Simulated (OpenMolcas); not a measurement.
**Dy3+: moving the ligands**

Dy3+ with its 6 nearest bromide ions at 2.802 Å, on the Y site of Cs2NaYBr6 (a = 11.3047 Å, distance in the model lattice 2.765 Å). The rest of the host is ab initio model potentials to 7.6 Å, with orthogonalisation functions on the cations behind the ligands, and point charges beyond; the distance is set by hand and nothing relaxes. Ligand basis ANO-RCC-VDZP.
```
Dy    0.0000    0.0000    0.0000
Br    2.8020    0.0000    0.0000
Br    0.0000    2.8020    0.0000
Br   -2.8020    0.0000    0.0000
Br    0.0000   -2.8020    0.0000
Br    0.0000    0.0000    2.8020
Br    0.0000    0.0000   -2.8020
```

- Program: OpenMolcas
- Method: CASSCF
- Basis: ANO-RCC-VDZP [7s6p4d2f1g]
- Scalar Hamiltonian: DKH2, point nucleus
- Active space: 9 electrons in 7 orbitals (4f)
- State averaging: 2S+1 = 6 odd, 21 roots; 2S+1 = 4 odd, 115 roots kept (CI in the orbitals of an earlier block, 108 in the spin-orbit step); 2S+1 = 2 odd, 82 roots kept (CI in the orbitals of an earlier block, 41 in the spin-orbit step)
- Spin-orbit coupling: state interaction with AMFI integrals over the reference wave functions

Runs around this geometry, states (labels of O, the rotations of Oh). Energies in cm-1 above the lowest state or level, χT in cm3 K/mol; under a threefold ground state the first gap can be a small split of the lowest multiplet, not the spin-orbit step.

```
R (Å)  Ground state  First state of that spin  First gap with spin-orbit (degeneracies)  Width of lowest J  χT at 300 K
2.765           6T1                 6T2 150.7                               17.2 (2, 4)                192       13.980
2.802           6T1                 6T2 138.7                               16.0 (2, 4)                180       13.989
2.822           6T1                 6T2 132.7                               15.4 (2, 4)                174       13.993
```

Taking the width of the lowest J multiplet as R^-n, n = -ln(174 / 192) / ln(2.822 / 2.765) = 4.8 between the shortest and longest distance.

High states are left out of the spin-orbit mixing, which shifts the levels that they would mix with. Without dynamic correlation the ligand-field splitting of an f shell can come out too small, at times by half. A group larger than the point group allows holds several states that coincide in this model. No measured value stands beside these numbers; the geometry was set by hand and not optimised.
